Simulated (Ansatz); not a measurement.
`[OH][Zn][B](F)F` at its PBE0-D4/def2-TZVP geometry, where that method's forces vanish. Charge 0, multiplicity 1.

```xyz
6

O    -0.1691   -1.7679   -1.5636
Zn   -0.0839   -0.4347   -0.3935
B    -0.1226    1.1198    0.9425
F     0.9739    1.5654    1.5317
F    -1.2396    1.7430    1.2734
H     0.6412   -2.2256   -1.7904
```

**Question.** What forces (eV/Å) does ωB97M-V/def2-TZVPP give on these atoms in Ansatz? (Estimate.)

**Answer.** The calculation gave: 
```
O1   0.075 -0.063 -0.039
Zn2 -0.028  0.124  0.102
B3   0.009 -0.242 -0.207
F4   0.194  0.072  0.098
F5  -0.195  0.102  0.051
H6  -0.056  0.008 -0.005
```
